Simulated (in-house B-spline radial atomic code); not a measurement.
The numbers below are computed, except where a source is named.
## Extrapolating the RPA correlation energy in partial waves: P⁸⁺

All-electron RPA on PBE orbitals from an all-electron radial atomic-structure program (B-spline basis), non-relativistic, point nucleus, configuration [He] 2s2 2p3, highest spin. With empty states up to angular momentum L the sums are:

| L | E_c(L) (hartree) |
| --- | --- |
| 3 | -0.372934 |
| 4 | -0.386657 |
| 5 | -0.392131 |

For large l each further wave adds A/(l + 1/2)⁴, because the basis must build the cusp where two electrons meet.

Problem. Estimate the limit from L = 4 and L = 5.

Solution. Wave 5 adds -0.005474, against a sum of (l + 1/2)⁻⁴ of 1.09282e-03, so A = -5.0091. The sum over l > 5 is ζ(4, 6.5) = 1.5223e-03, close to 1/(3 × 6³) = 1.5432e-03. The tail is -0.007625 and the limit -0.39976 hartree.

Problem. How good is the estimate?

Solution. A run to L = 11 sums to -0.39795 and extrapolates to -0.39866 hartree, 0.03 millihartree from the run before. The estimate differs from that by -1.09 millihartree, while the bare sum at L = 5 misses 6.5 millihartree (1.6 %).
